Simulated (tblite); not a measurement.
Record of a relaxation.

Compound: C3H5BrF (doublet state).
Atom-mapped SMILES: `[F:1][CH2:2][CH2:3][CH:4][Br:5]` (hydrogens: H6, H7 on C2; H8, H9 on C3; H10 on C4)

Computed with GFN2-xTB (tblite), gas phase: L-BFGS steps from a force-field or distance-geometry start until the largest atomic force falls under 0.01 eV/Å. 11 of its 49 geometries are shown.

Step 0: E = -481.9433 eV, largest atomic force 1.285 eV/Å
```
atom  x, y, z in Å  |  force x, y, z in eV/Å
F1      1.315   -0.179    1.440   -0.026  -0.053   0.164
C2      0.538   -0.878    0.553    0.268  -0.610   0.443
C3      0.176    0.009   -0.604   -0.631   0.969  -0.560
C4     -0.710    1.143   -0.184    0.410  -0.128  -0.044
Br5    -2.502    1.122   -0.606   -0.245   0.022  -0.003
H6     -0.341   -1.258    1.095    0.086   0.198  -0.010
H7      1.138   -1.732    0.217    0.061  -0.017   0.006
H8     -0.308   -0.583   -1.383   -0.083  -0.032   0.086
H9      1.083    0.436   -1.039    0.199  -0.043   0.103
H10    -0.382    1.925    0.490   -0.039  -0.305  -0.185
```

Step 5: E = -481.9798 eV, largest atomic force 0.109 eV/Å
```
atom  x, y, z in Å  |  force x, y, z in eV/Å
F1      1.312   -0.192    1.458    0.016  -0.034  -0.006
C2      0.549   -0.887    0.556   -0.016   0.012   0.011
C3      0.166    0.033   -0.621    0.039  -0.088   0.051
C4     -0.711    1.146   -0.203    0.044   0.008  -0.080
Br5    -2.521    1.127   -0.601   -0.030   0.005   0.039
H6     -0.336   -1.240    1.098    0.008   0.011  -0.035
H7      1.150   -1.738    0.215   -0.037   0.083   0.008
H8     -0.323   -0.581   -1.379    0.026   0.020  -0.005
H9      1.102    0.434   -1.028   -0.032  -0.001   0.005
H10    -0.380    1.903    0.481   -0.018  -0.015   0.012
```

Step 10: E = -481.9820 eV, largest atomic force 0.046 eV/Å
```
atom  x, y, z in Å  |  force x, y, z in eV/Å
F1      1.317   -0.199    1.463   -0.021   0.015   0.003
C2      0.547   -0.884    0.560   -0.013   0.010  -0.022
C3      0.167    0.030   -0.619    0.007   0.019  -0.021
C4     -0.706    1.152   -0.223   -0.029   0.035  -0.003
Br5    -2.526    1.127   -0.589    0.004  -0.025   0.023
H6     -0.339   -1.237    1.095   -0.009   0.000   0.021
H7      1.148   -1.729    0.213   -0.005  -0.030  -0.007
H8     -0.318   -0.581   -1.380    0.017  -0.033  -0.004
H9      1.101    0.432   -1.026    0.037  -0.001  -0.012
H10    -0.383    1.894    0.482    0.013   0.010   0.023
```

Step 14: E = -481.9829 eV, largest atomic force 0.050 eV/Å
```
atom  x, y, z in Å  |  force x, y, z in eV/Å
F1      1.314   -0.199    1.465   -0.025   0.007  -0.015
C2      0.543   -0.881    0.559    0.000  -0.004  -0.001
C3      0.169    0.034   -0.623    0.014  -0.011   0.005
C4     -0.704    1.161   -0.234    0.039  -0.031   0.007
Br5    -2.527    1.120   -0.575   -0.006  -0.025   0.018
H6     -0.343   -1.235    1.097    0.008   0.028  -0.021
H7      1.143   -1.729    0.212   -0.026   0.011   0.012
H8     -0.309   -0.588   -1.382   -0.003   0.035   0.001
H9      1.107    0.431   -1.028   -0.004   0.000   0.006
H10    -0.383    1.891    0.487    0.004  -0.009  -0.012
```

Step 19: E = -481.9847 eV, largest atomic force 0.085 eV/Å
```
atom  x, y, z in Å  |  force x, y, z in eV/Å
F1      1.298   -0.189    1.462    0.055  -0.005   0.024
C2      0.535   -0.875    0.556   -0.008   0.007   0.007
C3      0.180    0.036   -0.630   -0.011   0.004  -0.022
C4     -0.692    1.164   -0.247   -0.078   0.032   0.012
Br5    -2.526    1.088   -0.539    0.024  -0.024   0.013
H6     -0.355   -1.217    1.090   -0.074  -0.005  -0.002
H7      1.124   -1.731    0.215    0.052  -0.026   0.026
H8     -0.298   -0.581   -1.390   -0.018  -0.014  -0.059
H9      1.121    0.429   -1.029    0.025   0.009  -0.002
H10    -0.378    1.881    0.489    0.033   0.023   0.001
```

Step 24: E = -481.9869 eV, largest atomic force 0.040 eV/Å
```
atom  x, y, z in Å  |  force x, y, z in eV/Å
F1      1.288   -0.183    1.461   -0.022  -0.025  -0.006
C2      0.522   -0.869    0.553    0.003  -0.011  -0.010
C3      0.189    0.040   -0.644   -0.003   0.009   0.011
C4     -0.684    1.169   -0.258    0.026  -0.016  -0.003
Br5    -2.522    1.040   -0.488   -0.014   0.005   0.017
H6     -0.385   -1.192    1.076    0.027   0.003  -0.010
H7      1.110   -1.735    0.232   -0.011  -0.001   0.013
H8     -0.286   -0.571   -1.414    0.030   0.012   0.020
H9      1.139    0.428   -1.029   -0.028   0.010   0.006
H10    -0.362    1.876    0.488   -0.008   0.014  -0.037
```

Step 29: E = -481.9881 eV, largest atomic force 0.061 eV/Å
```
atom  x, y, z in Å  |  force x, y, z in eV/Å
F1      1.278   -0.190    1.464    0.028   0.017   0.031
C2      0.518   -0.870    0.549    0.000   0.005   0.026
C3      0.195    0.043   -0.646    0.021  -0.024  -0.012
C4     -0.681    1.169   -0.265   -0.040   0.010   0.005
Br5    -2.524    1.019   -0.453   -0.004  -0.006   0.008
H6     -0.394   -1.183    1.066   -0.036  -0.033   0.009
H7      1.101   -1.743    0.242   -0.003  -0.001  -0.046
H8     -0.269   -0.565   -1.422   -0.034  -0.035  -0.026
H9      1.141    0.437   -1.027    0.055   0.022   0.013
H10    -0.357    1.886    0.468    0.012   0.044  -0.009
```

Step 34: E = -481.9906 eV, largest atomic force 0.092 eV/Å
```
atom  x, y, z in Å  |  force x, y, z in eV/Å
F1      1.266   -0.206    1.479   -0.031  -0.028  -0.035
C2      0.509   -0.873    0.550   -0.020   0.002  -0.035
C3      0.209    0.048   -0.651   -0.038   0.042   0.029
C4     -0.682    1.169   -0.276    0.021   0.009   0.001
Br5    -2.529    0.979   -0.379    0.034  -0.033  -0.003
H6     -0.417   -1.180    1.049    0.028   0.010   0.006
H7      1.082   -1.754    0.243    0.016   0.038  -0.015
H8     -0.240   -0.565   -1.437    0.022   0.044   0.050
H9      1.157    0.461   -1.011   -0.032  -0.075   0.042
H10    -0.345    1.927    0.410    0.000  -0.009  -0.040
```

Step 38: E = -481.9937 eV, largest atomic force 0.120 eV/Å
```
atom  x, y, z in Å  |  force x, y, z in eV/Å
F1      1.245   -0.233    1.490    0.003   0.028   0.022
C2      0.490   -0.875    0.546    0.012  -0.031   0.021
C3      0.218    0.059   -0.647    0.007  -0.021   0.029
C4     -0.680    1.173   -0.290   -0.104   0.048  -0.037
Br5    -2.526    0.915   -0.287    0.115   0.003   0.007
H6     -0.441   -1.181    1.031   -0.024  -0.016   0.016
H7      1.060   -1.752    0.228    0.038  -0.064  -0.012
H8     -0.206   -0.554   -1.443   -0.026   0.029  -0.029
H9      1.178    0.469   -0.972    0.014  -0.008  -0.029
H10    -0.329    1.984    0.322   -0.034   0.031   0.012
```

Step 43: E = -481.9955 eV, largest atomic force 0.025 eV/Å
```
atom  x, y, z in Å  |  force x, y, z in eV/Å
F1      1.236   -0.240    1.496   -0.004  -0.008   0.006
C2      0.485   -0.881    0.546    0.004   0.008  -0.010
C3      0.223    0.061   -0.644   -0.003   0.023  -0.003
C4     -0.678    1.180   -0.300    0.010  -0.022  -0.006
Br5    -2.514    0.891   -0.252   -0.012   0.001   0.001
H6     -0.451   -1.185    1.027    0.006  -0.013  -0.007
H7      1.056   -1.757    0.225    0.002  -0.008   0.022
H8     -0.201   -0.543   -1.449   -0.002   0.011   0.008
H9      1.186    0.469   -0.963   -0.001  -0.011  -0.015
H10    -0.333    2.009    0.291    0.001   0.020   0.005
```

Step 48: E = -481.9957 eV, largest atomic force 0.010 eV/Å
```
atom  x, y, z in Å  |  force x, y, z in eV/Å
F1      1.233   -0.246    1.500   -0.005   0.002   0.004
C2      0.485   -0.883    0.546    0.000  -0.001   0.002
C3      0.225    0.064   -0.642    0.003  -0.005   0.001
C4     -0.679    1.181   -0.299   -0.004  -0.001  -0.001
Br5    -2.514    0.886   -0.241    0.003   0.001   0.002
H6     -0.451   -1.191    1.023   -0.004   0.000  -0.006
H7      1.056   -1.761    0.227    0.006   0.007  -0.004
H8     -0.199   -0.538   -1.449   -0.003  -0.004   0.003
H9      1.188    0.470   -0.962    0.002  -0.003  -0.005
H10    -0.335    2.023    0.274    0.003   0.005   0.005
```

Task: Summarise the path.

Result: The energy falls by 0.0524 eV from step 0 to step 48; nine tenths of that is first reached at step 34. It falls at every step. The largest force goes from 1.285 to 0.010 eV/Å. Among the bonds C2–C3 changes most, from 1.502 to 1.541 Å; the atoms move by 0.188 Å rms after alignment.

Task: Follow the three bonds and two angles with the largest change from start to end.

Result: 
```tsv
step	E above end (eV)	largest force (eV/Å)	C2–C3 (Å)	C3–C4 (Å)	C4–Br5 (Å)	C2–C3–H8 (°)	H8–C3–H9 (°)
0	0.0524	1.285	1.502	1.499	1.841	109.7	107.2
2	0.0236	0.191	1.538	1.475	1.853	108.1	107.9
4	0.0173	0.208	1.544	1.474	1.852	107.7	108.9
6	0.0152	0.080	1.540	1.478	1.854	107.9	109.3
8	0.0144	0.071	1.538	1.477	1.856	108.2	109.2
10	0.0137	0.046	1.540	1.476	1.856	108.2	109.0
13	0.0130	0.047	1.541	1.477	1.854	107.7	108.9
15	0.0126	0.040	1.540	1.478	1.856	107.5	108.9
17	0.0121	0.059	1.539	1.478	1.859	107.5	108.9
19	0.0110	0.085	1.538	1.476	1.859	107.7	109.1
21	0.0099	0.068	1.539	1.476	1.856	108.0	109.2
23	0.0090	0.055	1.540	1.479	1.856	108.2	109.2
25	0.0086	0.043	1.539	1.479	1.859	108.2	109.1
27	0.0083	0.042	1.539	1.477	1.859	108.2	109.0
29	0.0076	0.061	1.539	1.477	1.859	108.1	108.8
31	0.0067	0.074	1.541	1.479	1.857	108.0	108.7
33	0.0057	0.079	1.542	1.480	1.858	107.9	109.1
35	0.0044	0.090	1.542	1.479	1.861	107.7	109.6
38	0.0020	0.120	1.539	1.475	1.864	107.1	109.6
40	0.0010	0.076	1.540	1.477	1.858	107.1	109.2
42	0.0006	0.046	1.540	1.477	1.858	107.2	109.3
44	0.0001	0.019	1.541	1.477	1.859	107.3	109.4
46	0.0001	0.016	1.541	1.477	1.859	107.3	109.4
48	0.0000	0.010	1.541	1.477	1.859	107.2	109.3
```

What follows is the cost of the whole relaxation. The run took 0.15 s of wall time on an Arm Neoverse V2 with one thread, shared host with 96 logical CPUs at a one-minute load of 47.
